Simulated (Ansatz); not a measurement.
Consider the ligand exchange at a Ge–Te bond: `OC[Te][GeH3]` + `O[SiH3]` → `[SiH3][O][GeH3]` + `OC[TeH]`.

Computed with Ansatz on PBE0-D4/def2-TZVP structures; ΔE is electronic, products minus reactants. CCSD(T)/CBS adds triple-zeta CCSD(T) − MP2 to the extrapolated MP2 energy (def2 sets, frozen cores). Functionals use def2-TZVPP. Elements past krypton have def2 core potentials. For Ge, Te outer-core shells are correlated without core-valence functions, which leaves a few kJ/mol of doubt a bond. Scalar relativity is left out up to krypton. Each species was taken in one conformer, which may not be the lowest.

| level | ΔE (eV) |
| --- | --- |
| ωB97X-V | 0.23 |
| CCSD/def2-TZVPP | 0.20 |
| CCSD(T)/def2-TZVPP | 0.23 |
| HF/CBS(def2) | 0.07 |

Question: What does CCSD(T)/CBS give? (Estimate.)

Answer: The calculation gave: +0.31 eV. The listed levels differ from it by -0.08, -0.11, -0.08, -0.24 eV.

Largest T1 diagnostic among the species: 0.012.

In def2-TZVPP, CCSD(T) changes the Hartree–Fock value by +0.13 eV (the triples alone add +0.02 eV) and MP2 by +0.21 eV.
